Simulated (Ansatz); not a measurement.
GeF₂⁺, relaxed as a doublet with UKS PBE-D4/def2-TZVP in Ansatz, starting from the GFN1-xTB geometry. Force threshold 0.02 eV/Å.

Another isomer (doublet) lies 1.53 eV lower at PBE0-D4/def2-TZVP; other spin states weren't run for this one.

Start:

Cartesian coordinates in Å:
```
Ge 0.658 -0.256 -0.770
F -0.889 -0.667 0.175
F 0.231 0.924 0.595
```

| step | energy (eV) | largest force component (eV/Å) | SCF passes |
| --- | --- | --- | --- |
| 1 | -61930.6554 | 0.477 | 19 |
| 2 | -61930.6630 | 0.251 | 25 |
| 3 | -61930.6660 | 0.014 | 26 |

Force components are those of the run's own axes.

End:

```xyz
3

Ge    0.6654   -0.2600   -0.7792
F    -0.9003   -0.6776    0.1756
F     0.2349    0.9376    0.6036
```

By distances, no bond broke or formed. The bond that changes most is Ge1–F3, from 1.85 to 1.88 Å (atoms count from 1).

No frequencies were taken in this run, so the end may be a saddle point.

It took 1.9 s on 4 threads of Arm Neoverse V1 on a shared host.
